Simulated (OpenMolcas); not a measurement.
**How basis sets differ on CH3BFN (SMILES [H]/N=C(\B)F)**

CH3BFN: 7 atoms, total charge 0, spin state singlet. SMILES: `[H]/N=C(\B)F`. Geometry: relaxed at PBE0-D4/def2-TZVP.

Quantity: the dipole moment, in D. The values are calculated.

```json
{"level": "HF/STO-3G", "kind": "Hartree–Fock", "program": "OpenMolcas", "value (D)": "2.41"}
{"level": "HF/3-21G", "kind": "Hartree–Fock", "program": "OpenMolcas", "value (D)": "3.41"}
{"level": "HF/6-31G* (spherical functions)", "kind": "Hartree–Fock", "program": "OpenMolcas", "value (D)": "3.14"}
{"level": "HF/def2-SVP", "kind": "Hartree–Fock", "program": "OpenMolcas", "value (D)": "3.21"}
```

The values span 2.41 to 3.41 D. Sets without polarisation functions give poor dipoles.
